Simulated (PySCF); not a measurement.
# 15N chemical shifts

- structure optimised with GFN2-xTB
- GIAO PBE0/pcSseg-1 shieldings
- run in PySCF 2.14
- one conformer, in vacuum, rapidly exchanging positions averaged, no relativistic terms

Shieldings were converted by a linear fit to measured shifts: 15N (scatter 6.3 ppm rms vs CH3NO2, solution or neat liquid). Occasional misses reach two or three times the rms, and more in compound classes unlike the fitted ones.

Q: Give the 15N shifts of `CO/C=N/C1C=C1`, `Cc1nn(C2CC2)cp1`, `Cn1cpc(C2CC2)n1`, `CCCC#N`, `C=NC1CC1`.

A: 
```csv
compound,environment,δ (ppm)
CO/C=N/C1C=C1,imine nitrogen,-118.5
[CH3:1][c:2]1[n:3][n:4]([CH:5]2[CH2:6][CH2:7]2)[cH:8][p:9]1,N3: pyridine-type nitrogen of an azole,-52.4
[CH3:1][c:2]1[n:3][n:4]([CH:5]2[CH2:6][CH2:7]2)[cH:8][p:9]1,N4: pyrrole-type ring nitrogen,-161.9
[CH3:1][n:2]1[cH:3][p:4][c:5]([CH:6]2[CH2:7][CH2:8]2)[n:9]1,N9: pyridine-type nitrogen of an azole,-59.7
[CH3:1][n:2]1[cH:3][p:4][c:5]([CH:6]2[CH2:7][CH2:8]2)[n:9]1,N2: pyrrole-type ring nitrogen,-177.5
CCCC#N,nitrile nitrogen,-118.1
C=NC1CC1,imine nitrogen,-10.0
```
